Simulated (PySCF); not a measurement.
A structure optimised at B3LYP-D3(BJ)/def2-SVP, used in a PySCF frequency run:

```xyz
10

In     0.0133    -0.0039     0.0000
N      0.0828     2.0504     0.0000
H     -0.3261     2.4934     0.8222
H     -0.3261     2.4934    -0.8222
N     -0.1186    -1.0103     1.7872
H      0.3112    -0.5333     2.5790
H      0.2300    -1.9681     1.7780
N     -0.1186    -1.0103    -1.7872
H      0.2300    -1.9681    -1.7780
H      0.3112    -0.5333    -2.5790
```
Charge 0, spin multiplicity 1.

Write its SMILES, formula and point group.

[NH2][In]([NH2])[NH2], H6InN3, Cs

What are its rotational constants (standard atomic weights)?

4.6183, 4.5296, 2.3066 GHz
